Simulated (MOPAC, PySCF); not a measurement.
H3FSn, SMILES `[F][SnH3]`, neutral singlet in the gas phase. 

Cartesian coordinates (Å):
```xyz
5

F      1.6237    -0.7770    -0.0370
Sn    -0.1135     0.0543     0.0026
H      0.2036     1.7228    -0.0829
H     -0.9186    -0.5612    -1.3630
H     -0.7952    -0.4389     1.4803
```
Charge 0, spin multiplicity 1.

All levels are single points at this geometry (PBE0-D3(BJ)/def2-TZVP); Pople sets use spherical d functions. Orbital energies aren't observables, and empty levels follow the basis.

PM3 in MOPAC gives HOMO (eV) = -12.60.

Estimate the HOMO (eV) from each of these levels: M06-2X/def2-TZVP in PySCF; PBE-D3(BJ)/def2-TZVP in PySCF; B3LYP/6-311+G** (LANL2DZ on Sn) in PySCF; B3LYP/6-31G* (LANL2DZ on Sn) in PySCF; B3LYP/LANL2DZ in PySCF; BP86/6-31G* (LANL2DZ on Sn) in PySCF; M06-2X/6-31G* (LANL2DZ on Sn) in PySCF; SVWN5/6-31G* (LANL2DZ on Sn) in PySCF; HF/6-31G* (LANL2DZ on Sn) in PySCF; AM1 in MOPAC; PM6 in MOPAC; PM7 in MOPAC.


```json
[
 {"level": "M06-2X/def2-TZVP in PySCF", "HOMO (eV)": "-10.64"},
 {"level": "PBE-D3(BJ)/def2-TZVP in PySCF", "HOMO (eV)": "-7.88"},
 {"level": "B3LYP/6-311+G** (LANL2DZ on Sn) in PySCF", "HOMO (eV)": "-9.31"},
 {"level": "B3LYP/6-31G* (LANL2DZ on Sn) in PySCF", "HOMO (eV)": "-8.88"},
 {"level": "B3LYP/LANL2DZ in PySCF", "HOMO (eV)": "-9.13"},
 {"level": "BP86/6-31G* (LANL2DZ on Sn) in PySCF", "HOMO (eV)": "-7.49"},
 {"level": "M06-2X/6-31G* (LANL2DZ on Sn) in PySCF", "HOMO (eV)": "-10.63"},
 {"level": "SVWN5/6-31G* (LANL2DZ on Sn) in PySCF", "HOMO (eV)": "-7.44"},
 {"level": "HF/6-31G* (LANL2DZ on Sn) in PySCF", "HOMO (eV)": "-12.81"},
 {"level": "AM1 in MOPAC", "HOMO (eV)": "-10.17"},
 {"level": "PM6 in MOPAC", "HOMO (eV)": "-11.63"},
 {"level": "PM7 in MOPAC", "HOMO (eV)": "-11.95"}
]
```
